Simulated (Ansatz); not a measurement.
C2H8AlFSe, SMILES `[CH3][Al-]([CH3])([F])[SeH2+]`, 13 atoms. Charge 0, multiplicity 1. Correlated methods include outer-core shells of Se, which these sets cover unevenly. Scalar relativity is left out up to krypton. All runs use 4 threads of an Arm Neoverse V1 on a shared host. Correlated methods freeze the cores.

Question: Give the basis size and wall time and peak host memory of each of these runs in Ansatz. RKS PBE0-D4/def2-TZVP frequencies; RKS PBE0-D4/def2-TZVP relaxation (12 steps); RKS CAM-B3LYP-D4/def2-TZVPP energy; RKS ωB97M-V/def2-QZVPP energy; RKS PBE-D4/def2-TZVPP energy and forces; RHF-MP2/def2-QZVPP energy; direct RPA on PBE orbitals/def2-TZVPP energy; RKS r2SCANh-D4/def2-TZVPP energy; RHF-CCSD(T)/def2-TZVPP energy; RKS HSE06 (plane-wave form)-D4/def2-TZVPP energy; RKS PBE0-D4/def2-QZVPP energy; RHF-CCSD(T)/def2-SVP energy. (An estimate is asked.)

Answer: Ansatz gave: Other jobs shared the machine, so times are rough.

| level | job | functions | wall time | peak host memory (GiB) |
| --- | --- | --- | --- | --- |
| RKS PBE-D4/def2-TZVPP | energy and forces | 295 | 3.7 s | 0.45 |
| RKS CAM-B3LYP-D4/def2-TZVPP | energy | 295 | 6 s | 1.1 |
| RKS HSE06 (plane-wave form)-D4/def2-TZVPP | energy | 295 | 6 s | 1 |
| RKS r2SCANh-D4/def2-TZVPP | energy | 295 | 8.5 s | 1 |
| direct RPA on PBE orbitals/def2-TZVPP | energy | 295 | 10 s | 0.86 |
| RKS PBE0-D4/def2-QZVPP | energy | 570 | 16 s | 2.8 |
| RHF-CCSD(T)/def2-SVP | energy | 132 | 17 s | 0.88 |
| RKS ωB97M-V/def2-QZVPP | energy | 570 | 35 s | 3 |
| RHF-MP2/def2-QZVPP | energy | 570 | 39 s | 4.4 |
| RKS PBE0-D4/def2-TZVP | relaxation (12 steps) | 226 | 65 s | 0.74 |
| RKS PBE0-D4/def2-TZVP | frequencies | 226 | 4.9 min | 0.75 |
| RHF-CCSD(T)/def2-TZVPP | energy | 295 | 9.3 min | 9.4 |
